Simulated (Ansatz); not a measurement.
`BC[S][GeH2][F]` + `BF` → `F[BH][GeH2][F]` + `BCS`  (formal exchange of groups at a Ge–S bond)

Isolated molecules relaxed with PBE0-D4/def2-TZVP in Ansatz; ΔE leaves out vibrations. CCSD(T)/CBS is the MP2 limit (def2-TZVPP, def2-QZVPP) plus CCSD(T) − MP2 in def2-TZVPP, frozen cores. This one scheme is used for every species. DFT in def2-TZVPP. B3LYP here is the variant with VWN-RPA as its local correlation; programs differ in this. For Ge outer-core shells are correlated without core-valence functions, which leaves a few kJ/mol of doubt a bond. Scalar relativity is left out up to krypton. Each species was taken in one conformer, which may not be the lowest.

`BC[S][GeH2][F]`:

Z-matrix (Å, degrees):
```
C
S 1 1.819
B 1 1.553 2 114.4
H 1 1.100 2 110.0 3 118.8
H 1 1.096 2 111.1 3 -125.0
Ge 2 2.189 1 99.7 3 -178.1
H 3 1.194 1 122.6 2 6.5
H 3 1.197 1 117.6 2 -174.9
F 6 1.747 2 108.4 1 65.4
H 6 1.536 2 111.9 1 -48.5
H 6 1.532 2 109.8 1 -177.9
```

`BF`:

```xyz
4

B    -0.004   -0.020   -0.046
F     0.103    0.497    1.161
H     0.583    0.520   -0.939
H    -0.682   -0.998   -0.176
```

`F[BH][GeH2][F]`:

```xyz
7

F     2.031   -0.817   -0.136
B     1.225    0.216   -0.216
Ge   -0.817   -0.030    0.123
F    -1.137   -1.713    0.473
H     1.711    1.280   -0.488
H    -1.330    0.753    1.346
H    -1.684    0.312   -1.103
```

`BCS`:

```xyz
8

B    -0.365    0.440   -0.873
C    -0.234   -0.511    0.341
S     1.249   -0.425    1.377
H     0.381    1.360   -1.051
H    -1.274    0.269   -1.633
H    -0.370   -1.549    0.018
H    -1.126   -0.299    0.953
H     1.739    0.715    0.868
```

```
             level  ΔE (kcal/mol)
            PBE-D4           17.0
           PBE0-D4           17.9
          B3LYP-D4           18.5
            B2PLYP           18.7
             B3LYP           17.1
    MP2/def2-TZVPP           21.0
CCSD(T)/def2-TZVPP           18.6
     HF/def2-QZVPP           19.7
```

Problem. What does CCSD(T)/CBS give? (Estimate.)

Solution. The calculation gave: +18.9 kcal/mol. The listed levels differ from it by -1.9, -1.0, -0.4, -0.2, -1.8, 2.1, -0.3, 0.8 kcal/mol.

Largest T1 diagnostic among the species: 0.013.

From PBE to PBE0 (25 % exact exchange), in def2-TZVPP and without D4, ΔE moves by +0.9 kcal/mol. The D4 term adds +1.5 kcal/mol with B3LYP and +0.8 kcal/mol with PBE0; it sums over pairs of atoms, weighted by their polarisabilities, and B3LYP, whose exchange is more repulsive, gets the larger term.
